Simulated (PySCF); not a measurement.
HLiO.

```xyz
3

Li     0.0000     0.0000     1.2649
O      0.0000     0.0000    -0.3159
H      0.0000     0.0000    -1.2677
```
Charge 0, spin multiplicity 1.

Geometry optimised at B3LYP-D3(BJ)/def2-TZVPD. The isomer is the one that the SMILES or the coordinates give; other isomers of the formula were not compared.

Calculation: PBE/pcSseg-2 run with PySCF. Non-relativistic, no solvent.

Computed absolute GIAO shielding of each atom: isotropic value and principal components (ppm):
| atom | σ(iso) | σ11 | σ22 | σ33 | span |
|---|---|---|---|---|---|
| Li1 | 88.3 | 78.7 | 78.7 | 107.5 | 28.9 |
| O2 | 313.9 | 264.7 | 264.7 | 412.2 | 147.5 |
| H3 | 32.6 | 25.1 | 25.1 | 47.5 | 22.3 |
